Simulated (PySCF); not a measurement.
UHF on Be²⁺ (beryllium, charge +2)

Configuration: 1s2, closed-shell 1S. Calculation: PySCF 2.14, in aug-cc-pVDZ (4s3p2d, 23 functions); the non-relativistic Hamiltonian (point nucleus).

```json
{
 "Total energy": "-13.610800 hartree",
 "One-electron energy": "-15.8854 hartree",
 "Hartree (Coulomb) energy": "4.5492 hartree",
 "Exchange energy": "-2.2746 hartree",
 "Kinetic energy": "13.58238 hartree",
 "⟨S²⟩": "0.0000",
 "⟨L²⟩": "0.000",
 "Sum of ⟨r⟩": "0.8291 bohr",
 "Sum of ⟨r²⟩": "0.4645 bohr²",
 "Density at the nucleus (Gaussians lack the cusp)": "32.8 bohr⁻³",
 "Langevin diamagnetic susceptibility": "-0.368 ×10⁻⁶ cm³/mol",
 "Time after the integrals": "0.03 s of wall time on 1 thread of Neoverse-V1 (shared host)"
}
```

```tsv
shell	electrons	mean orbital energy (eV)	rms radius, mean of both spins (bohr)
1s	2	-154.24	0.482
```
